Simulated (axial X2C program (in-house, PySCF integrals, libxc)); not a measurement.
# Correcting the dissociation energy of InCl⁺ for spin–orbit coupling

A spin-free PBE0 curve (one-electron X2C) was computed with an in-house relativistic program for diatomic molecules, basis In dyall-cv3z [11s12p9d4f1g], Cl dyall-av3z [9s8p3d2f] (cores contracted in-house), for the state M_S = 1/2, Λ = 0 (beyond evenly filled blocks: σα). It gives D0 = 0.769 eV to In+ + Cl, which in a spin-free picture are the weighted means of the ground terms.

Measured levels of the ground terms (NIST Handbook of Basic Atomic Spectroscopic Data), in cm⁻¹: In+ 1S: J = 0 at 0; Cl 2P: J = 3/2 at 0, J = 1/2 at 882.4.

The molecular state has Λ = 0, so it has no first-order lowering.

**Question.** How far does each ground level lie under the (2J+1)-weighted mean of its term?

**Answer.** In+: a single level, 0; Cl: (4 × 0 + 2 × 882.4)/6 = 294 cm⁻¹.

**Question.** Correct D0.

**Answer.** D0 = 0.769 + (0 − 294)/8065.5 = 0.733 eV at PBE0 with these spin–orbit terms.

Second-order spin–orbit effects in the molecule, which grow quickly with Z, are left out. One determinant describes the state; a PBE0 search over occupations chose it and may have missed a lower one. Dissociation energies refer to the lowest single-determinant-based atoms at the same level and basis.
